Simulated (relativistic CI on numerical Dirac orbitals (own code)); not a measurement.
**Tl⁴⁹⁺: q coefficients and field-shift factors**

Calculated at this level of theory: Dirac-Coulomb-Breit CI, orbitals from a KLI potential per configuration, derivatives by finite differences, unscaled Slater integrals, QED left out (own radial code, finite nucleus).

Configuration list (outside the closed core [Ar] 3d10): 4s²4p², 4s4p³, 4s²4p4d, 4p⁴, 4s²4d², 4s²4p4f, 4s4p²4d, 4s4p²4f. Levels of other configurations are missing.

With x = (α/α₀)² − 1 an excitation energy changes as ω = ω₀ + qx; K = 2q/ω₀ is the relative enhancement. Terms are leading LS components, so labels can repeat. The field-shift factor is F = δν/δ⟨r²⟩ for the transition from the lowest level.

Lowest level 4s²4p² ³P0.

| Level | ω₀ (cm⁻¹) | q (cm⁻¹) | K | F (GHz/fm²) |
| --- | --- | --- | --- | --- |
| 4s²4p² ³P1 | 1215087 | 1.605e+06 | 2.64 | -368 |
| 4s²4p² ¹D2 | 1255601 | 1.605e+06 | 2.56 | -369 |
| 4s4p³ ³P°2 | 2165638 | 1.808e+06 | 1.67 | -4520 |
| 4s4p³ ³D°1 | 2313708 | 1.804e+06 | 1.56 | -4360 |
| 4s²4p² ³P2 | 2501686 | 3.213e+06 | 2.57 | -763 |
| 4s²4p² ¹S0 | 2589529 | 3.214e+06 | 2.48 | -763 |
| 4s²4p4d ³F°2 | 2667237 | 1.677e+06 | 1.26 | -366 |
| 4s²4p4d ³D°1 | 2858886 | 1.701e+06 | 1.19 | -603 |
| 4s²4p4d ³P°2 | 3020238 | 2.038e+06 | 1.35 | -651 |
| 4s²4p4d ³F°3 | 3026750 | 2.004e+06 | 1.32 | -459 |
| 4s4p³ ³D°2 | 3358464 | 3.31e+06 | 1.97 | -4640 |
| 4s4p³ ³D°3 | 3439682 | 3.363e+06 | 1.96 | -4700 |
| 4s4p³ ³P°0 | 3494334 | 3.391e+06 | 1.94 | -4760 |

At this charge energies of transitions that change n are usually good to better than 1 %, and those within a shell (Δn = 0) to a few per cent.
